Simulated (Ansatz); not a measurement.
CrO2Cl2 (CrCl2O2). The state is a singlet with charge 0. Geometry r2SCAN-D4/def2-SVP.

```xyz
5

Cr   -0.021    0.102    0.059
O    -0.851    0.234    1.355
O     0.486    1.501   -0.354
Cl   -1.255   -0.674   -1.481
Cl    1.642   -1.163    0.421
```

The restricted singlet is unstable towards broken spin symmetry at other levels; at LDA (SPW92)/def2-TZVP, revPBE-D4/def2-TZVP, BLYP-D4/def2-TZVP, B97M-V/def2-TZVP and others this wasn't settled.

(1) Estimate the orbital energies around the gap (eV) in Ansatz with LDA (SPW92)/def2-TZVP, revPBE-D4/def2-TZVP, BLYP-D4/def2-TZVP, B97M-V/def2-TZVP, PBE0-D4/def2-TZVPD.

Answers

(1) 
| orbital | LDA (SPW92)/def2-TZVP | revPBE-D4/def2-TZVP | BLYP-D4/def2-TZVP | B97M-V/def2-TZVP | PBE0-D4/def2-TZVPD |
| --- | --- | --- | --- | --- | --- |
| HOMO−5 | -10.16 | -9.86 | -9.77 | -10.39 | -11.45 |
| HOMO−4 | -9.50 | -9.21 | -9.13 | -9.75 | -10.88 |
| HOMO−3 | -9.38 | -9.10 | -9.03 | -9.70 | -10.79 |
| HOMO−2 | -8.64 | -8.39 | -8.30 | -8.89 | -9.92 |
| HOMO−1 | -8.61 | -8.36 | -8.27 | -8.88 | -9.87 |
| HOMO | -8.52 | -8.26 | -8.20 | -8.84 | -9.81 |
| LUMO | -6.00 | -5.67 | -5.65 | -5.93 | -5.14 |
| LUMO+1 | -5.41 | -5.10 | -5.07 | -5.29 | -4.45 |
| LUMO+2 | -5.04 | -4.75 | -4.73 | -5.00 | -4.20 |
| LUMO+3 | -3.85 | -3.53 | -3.53 | -3.72 | -2.96 |
| LUMO+4 | -3.23 | -2.85 | -2.88 | -3.02 | -2.27 |
| LUMO+5 | -0.37 | -0.21 | -0.28 | -0.09 | -0.01 |
